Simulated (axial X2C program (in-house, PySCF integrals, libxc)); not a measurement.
# Spin–orbit effects down a group: molecules with Mn (ions), PBE0

All values come from calculations with an in-house relativistic program for diatomic molecules, spin-free (one-electron X2C) or two-component (2c: spin–orbit coupling with atomic mean-field Coulomb and Gaunt terms, which also bring small scalar terms), in Dyall basis sets with cores contracted in-house; open shells are unrestricted.

Basis sets: Br dyall-cv3z, F dyall-av3z, I dyall-cv3z, Mn dyall-cv3z.

```
molecule   spin-free state  Re (Å)  ωe (cm⁻¹)  De (eV)  2c state  Re 2c (Å)  ωe 2c (cm⁻¹)  De 2c (eV)
    MnF⁺  M_S = 5/2, Λ = 0   1.728      752.6     3.85   Ω = 5/2      1.728         752.3        3.85
   MnBr⁺  M_S = 5/2, Λ = 0   2.232      361.9     2.68   Ω = 5/2      2.234         360.5        2.58
    MnI⁺  M_S = 5/2, Λ = 0   2.431      297.8     2.31   Ω = 5/2      2.439         291.3        2.07
```

Work out the shifts from the spin-free to the two-component result.



```
molecule  2c state  ΔRe (Å)  Δωe (cm⁻¹)  ΔDe (eV)
    MnF⁺   Ω = 5/2    0.000        -0.3      0.00
   MnBr⁺   Ω = 5/2    0.002        -1.4     -0.10
    MnI⁺   Ω = 5/2    0.008        -6.5     -0.24
```

Shifts of one unit in the last digit are rounding.

Fragments in 2c: Mn+ + F, Br + Mn+, I + Mn+. Each entry is the lowest single determinant of a limited PBE0 search at one distance. De goes to single-determinant-based atoms at the same level (for ions the charge split of lowest energy) and is withheld (n/a) where an atom does not fit its ground term or J level. Main or longest-lived isotopes. One determinant is a doubtful description, or other states lie close, for MnF⁺, MnBr⁺, MnI⁺; these need not be ground states, and all values refer to the states named. With several unpaired electrons the Ω given is that of one determinant, not necessarily of the lowest component. Some light 2c atoms are not at their ground J level, so De misses part of their lowering (0.04 eV or less). The functionals have no current term, which raises determinants with orbital currents.
